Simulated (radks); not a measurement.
The lithium ion Li2+, 1 electrons, occupied as 7d1 (not the ground configuration). Calculated with a radial shooting solver on a logarithmic mesh with Libxc functionals: scalar-relativistic Kohn-Sham, SCAN, spin-polarised, spherical densities, finite nucleus; open shells are filled with parallel spins first; meta-GGA in the generalised Kohn-Sham scheme; Fermi nuclear charge, rms radius 2.444 fm.

Normalised radial functions P(r) = r R(r), r in bohr:

```
   r/bohr * 7d up (the largest magnitude, 0.28, reaches the edge; | marks zero)
  0.06293                             *
  0.08194                             *
   0.1067                             *
   0.1389                             *
   0.1809                             *
   0.2356                             *
   0.3067                             *
   0.3994                             |*
   0.5201                             |*
   0.6826                             | *
   0.8889                             |   *
    1.157                             |      *
    1.507                             |         *
    1.962                             |          *
    2.555                             |        *
    3.327                             *
    4.333                  *          |
    5.642                 *           |
    7.405                             |    *
    9.643                             |               *
    12.56                        *    |
    16.35          *                  |
    21.29                             |         *
    27.72                             |                          *
     36.1                             |       *
       47                             *
     61.2                             *
```

7d up: eigenvalue -2.236 eV, 4 radial nodes at r = 3.34, 6.92, 12.0, 19.8 bohr, <r> = 23.4 bohr, 90 % of the charge inside 31.7 bohr.
